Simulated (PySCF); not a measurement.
**Converging SbCl in the basis (MP2)**

PySCF, UHF reference; triplet, unpaired electrons π ↑↑; De to Sb + Cl without counterpoise correction. Frozen cores follow the default of each basis and core potential.

```csv
basis,relativity,functions,Re (Å),ωe (cm⁻¹),De (eV),frozen orbitals
cc-pVDZ-PP/cc-pV(D+d)Z,scalar-relativistic core potentials,46,2.378,367,2.48,9
x2c-SVPall,spin-free X2C,54,2.379,371,2.45,23
def2-SVPD,scalar-relativistic core potentials,59,2.406,358,2.70,9
def2-TZVPP,scalar-relativistic core potentials,92,2.334,380,2.93,9
def2-TZVPPD,scalar-relativistic core potentials,107,2.338,376,2.97,9
```

Question: How does each smaller set differ from the one with most functions, def2-TZVPPD?

Answer: cc-pVDZ-PP/cc-pV(D+d)Z: +4.0 pm, -2.4 % in ωe, -0.49 eV in De; x2c-SVPall: +4.1 pm, -1.3 % in ωe, -0.52 eV in De; def2-SVPD: +6.8 pm, -4.8 % in ωe, -0.27 eV in De; def2-TZVPP: -0.4 pm, +1.1 % in ωe, -0.04 eV in De. All at MP2; the set with most functions is neither the basis-set limit nor always the best. The rows treat relativity differently, so the differences are not basis effects alone.

Correlated steps freeze the inner cores (9 to 23 orbitals); shallow outer-core shells are correlated. Correlated levels converge slowly with the basis: in double zeta they bind strong bonds too weakly, by up to about 1 eV, and carry superposition errors of some tenths. These are scalar-relativistic numbers at best; spin–orbit coupling would shift them, the dissociation energy most. The state is the lowest determinant that a PBE0 search found; another state may lie lower at other levels.
